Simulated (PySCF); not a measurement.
Telling isomers of C4H10BN apart by NMR

PySCF 2.14 calculation with NMR shieldings at PBE0/pcSseg-1/GIAO, J: B3LYP/pcJ-1 (spin–dipole term left out of most H,H and C,H couplings) and geometry from PBE0-D3(BJ)/def2-SVP; single conformer, fast rotation and ring inversion assumed for equivalent nuclei, in vacuum, non-relativistic Hamiltonian.

Shifts are taken against calculated references (same method and geometry level): 1H, 13C against TMS. Multiplet labels drop J under 1 Hz and among equivalent protons, and merge close values. Unscaled 3J(H,H) run several per cent high. Vicinal couplings that depend on rotamer populations or ring flexing (ring, CH–CH, X–H and H–F types) are those of the one conformer. Couplings to H on boron are left out. Carbons bonded to boron are broad in practice. Shifts are as computed. Against solution values, carbons near 30 ppm lie about +2 ppm off and those near 130 ppm about +5 ppm. Of 1313 compounds with measured shifts, 239 miss one by over three times the rms of a fit or turn the order of signals round; such compounds aren't used in these exercises. OH and NH positions are gas-phase values without hydrogen bonding to other molecules.

(1) Tabulate the signals of `BNC1CCC1`, `B1CCCCN1` and their relative energies.

(2) What is the quickest way to tell BNC1CCC1 from B1CCCCN1?

Answers

(1) 
```tsv
SMILES	carbon types	δC	δH	E rel. (kcal/mol)
BNC1CCC1	1×CH 3×CH2	57.6, 36.1, 15.1	4.62 (br s, 1H), 4.61 (br, 2H), 3.55 (ttd, 1H), 2.24 (m, 2H), 1.66 (m, 2H), 1.47 (m, 1H), 1.45 (m, 1H)	0.0
B1CCCCN1	4×CH2	53.7, 35.6, 34.2, 26.2	6.12 (br, 1H), 3.31 (m, 2H), 1.61 (m, 2H), 1.43 (m, 2H), 1.16 (br s, 1H), 0.99 (m, 2H)	2.2
```

Energies are electronic energies at PBE0/pcSseg-1 on these geometries, without zero-point or thermal terms, each for the one conformer computed, which needn't be the lowest.

(2) Count the carbon signals: 3 against 4. The first has an sp3 CH bonded to N at 57.6 ppm, the second an sp3 CH2 bonded to N at 53.7 ppm. In the proton spectra the most deshielded non-exchanging signals are 4.61 (br, 2H) and 6.12 (br, 1H).
